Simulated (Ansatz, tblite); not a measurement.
Isomers of Si2O2 (singlet), found by a short tight-binding search and relaxed with PBE0-D4/def2-TZVP in Ansatz.

The xTB rows come from tblite. Correlated methods freeze 12 core orbitals.

Run but left out: HF/def2-TZVP, HF/def2-TZVPP (B: restricted singlet, unstable towards broken spin symmetry).

A: At CCSD(T)/def2-TZVPP T1 of the charge 0 singlet is large (up to 0.024), so the single-reference result is doubtful. B: At CCSD(T)/def2-TZVPP the restricted singlet (for correlated methods, its reference) is unstable: a solution with broken spin symmetry lies lower.

Other spin states were run for one of them alone.

A:

```
atom   x (Å)   y (Å)   z (Å)
 Si1   0.240  -1.196   0.528
 Si2   0.615   1.099   0.425
  O3   0.108  -0.061  -0.968
  O4  -0.963   0.158   0.016
```

B:

```xyz
4

Si   -1.163   -0.046    0.367
Si    1.163    0.046   -0.367
O     0.315   -0.661    0.915
O    -0.315    0.661   -0.915
```

Question: Estimate which lies lowest at each level, and how far above it the others are (eV).

Answer: 
| level | A | B |
| --- | --- | --- |
| GFN1-xTB | 7.53 | 0.00 |
| GFN2-xTB | 5.02 | 0.00 |
| PBE-D4/def2-TZVP | 5.54 | 0.00 |
| BLYP-D4/def2-TZVP | 5.83 | 0.00 |
| r2SCAN-D4/def2-TZVP | 5.96 | 0.00 |
| PBE0-D4/def2-TZVP | 5.98 | 0.00 |
| MP2/def2-TZVPP | 6.43 | 0.00 |
| CCSD/def2-TZVPP | 6.44 | 0.00 |
| CCSD(T)/def2-TZVPP | 6.24 | 0.00 |
Point groups (tolerance 0.1 Å): A C2v, B D2h. Lower isomers may exist.
